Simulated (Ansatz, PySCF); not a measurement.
Reaction (SMILES): [CH3][Ge]([CH3])([F])[F] [difluoro(dimethyl)germane] + 4 [H][H] (H2) → 2 C (CH4) + 2 F (HF) + [GeH4] (GeH4)
Geometries: B3LYP-D3(BJ)/def2-TZVP minima from Ansatz (a quantum-chemistry and plane-wave program).

Quantity: energy of full hydrogenation (enthalpy at 298 K, with B3LYP-D3(BJ) rigid-rotor harmonic-oscillator terms from PySCF), in kJ/mol. Cores are frozen in the correlated levels unless marked. Spin-orbit coupling is left out. The frozen core is the preceding noble-gas configuration, with the filled d and f shells of earlier blocks. No relativistic terms. CBS(X,Y): correlation extrapolated as X^-3; Hartree-Fock from the larger set.

```
level       program  energy of full hydrogenation (kJ/mol)
----------  -------  -------------------------------------
HF/6-31G*    Ansatz                                   81.5
HF/cc-pVTZ   Ansatz                                   45.7
```

### Question
Estimate the value at CCSD(T)/CBS(cc-pVTZ,cc-pVQZ) as computed with Ansatz.

### Answer
106.9 kJ/mol
